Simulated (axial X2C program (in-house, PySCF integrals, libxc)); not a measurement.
## Correcting the dissociation energy of SeBr for spin–orbit coupling

A spin-free PBE0 curve (one-electron X2C) was computed with an in-house all-electron X2C program for linear molecules (integrals from PySCF), basis Br dyall-cv3z [8s9p6d4f1g], Se dyall-cv3z [8s9p6d4f1g] (cores contracted in-house), for the state M_S = 1/2, Λ = 1 (beyond evenly filled blocks: π+α, π+β, π-α). It gives D0 = 2.484 eV to Br + Se, which in a spin-free picture are the weighted means of the ground terms.

Measured levels of the ground terms (NIST Handbook of Basic Atomic Spectroscopic Data), in cm⁻¹: Br 2P: J = 3/2 at 0, J = 1/2 at 3685.2; Se 3P: J = 2 at 0, J = 1 at 1989.5, J = 0 at 2534.4.

The two components of the molecular doublet are 2113 cm⁻¹ apart in the PBE0 2c search (Ω = 3/2 lower), so the lower one lies 1056 cm⁻¹ under their mean.

Problem. How far does each ground level lie under the (2J+1)-weighted mean of its term?

Solution. Br: (4 × 0 + 2 × 3685.2)/6 = 1228 cm⁻¹; Se: (5 × 0 + 3 × 1989.5 + 1 × 2534.4)/9 = 945 cm⁻¹.

Problem. Correct D0.

Solution. D0 = 2.484 + (1056 − 2173)/8065.5 = 2.346 eV at PBE0 with these spin–orbit terms. The direct two-component run gives 2.461 eV; the difference holds second-order terms in the molecule, scalar two-electron terms, the gap between measured and computed atomic splittings (a 2c atom can miss part of its lowering) and, in coupled cluster, the truncation of each run.

Second-order spin–orbit effects in the molecule, which grow quickly with Z, are left out. One determinant describes the state; a PBE0 search over occupations chose it and may have missed a lower one. Dissociation energies refer to the lowest single-determinant-based atoms at the same level and basis. The functionals have no current-density term, which raises determinants with orbital currents, atoms included.
